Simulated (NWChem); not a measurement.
Molecule: SiNH$_{3}$, singlet; SMILES N[SiH]

Program: NWChem. Low-valent species are run as closed-shell singlets; no triplet was tried in these runs. Structure relaxed at the PBE0/def2-SVP level. Level: PBE0/def2-SVP with SMD (1 M gas to 1 M solution), gas-phase geometry. Reactions with the solvent are ignored.

Q: Predict the results for solvent n-hexane. Quantities: solvation free energy (kcal/mol); cavity-dispersion-structure term (kcal/mol); dipole in solution (D).

A: 
- solvation free energy (kcal/mol): -2.0
- cavity-dispersion-structure term (kcal/mol): -0.1
- dipole in solution (D): 2.63
